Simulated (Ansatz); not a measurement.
Geometry optimisation, RKS PBE/def2-SVP (Ansatz).

input.yaml

```yaml
crystal:
  periodic: [false, false, false]
  atoms:
    - { symbol: C, position_ang: [-0.83384, 1.25558, -0.84419] }
    - { symbol: C, position_ang: [0.06268, 0.36103, -0.45281] }
    - { symbol: Al, position_ang: [1.72811, -0.71898, -0.40079] }
    - { symbol: Si, position_ang: [-0.0976, -0.93818, 1.14029] }
    - { symbol: H, position_ang: [-1.78175, 1.39781, -0.33725] }
    - { symbol: H, position_ang: [-0.67987, 1.9061, -1.69561] }
    - { symbol: H, position_ang: [3.18621, -1.14746, -0.94673] }
    - { symbol: H, position_ang: [-1.27721, -1.83646, 1.0846] }
    - { symbol: H, position_ang: [-0.30674, -0.27945, 2.4525] }
basis:
  gaussian: { orbitals: def2-SVP }
hamiltonian:
  xc: pbe
relax:
  f_tol: 0.015
  max_steps: 40
```

Run as:

```bash
$ ansatz run input.yaml --threads 1 --pin off --max-ram 2048MiB --backend cpu --events-out ev --progress --plain --runs-dir out
```

Problem. Where does it end, and by what steps?

Solution. It converged. After 5 steps the energy has fallen by 0.229 eV; H7 moved furthest, 0.27 Å.

| step | energy less start (eV) | largest force component (eV/Å) | accepted |
| --- | --- | --- | --- |
| 0 | 0.0000 | 1.934 | yes |
| 1 | -0.1853 | 0.649 | yes |
| 2 | -0.2190 | 0.270 | yes |
| 3 | -0.2284 | 0.077 | yes |
| 4 | -0.2290 | 0.026 | yes |
| 5 | -0.2291 | 0.014 | yes |

```xyz
9
Properties=species:S:1:pos:R:3
C -0.789 1.241 -0.859
C -0.001 0.282 -0.325
Al 1.660 -0.738 -0.336
Si -0.157 -0.937 1.182
H -1.785 1.501 -0.445
H -0.482 1.827 -1.748
H 3.061 -0.946 -1.083
H -1.273 -1.952 1.072
H -0.234 -0.279 2.541
```

Whether the end is a true minimum wasn't checked by a vibrational analysis.

The run took 17 s on 1 thread of Arm Neoverse V2 (shared host), peak memory 0.12 GiB.
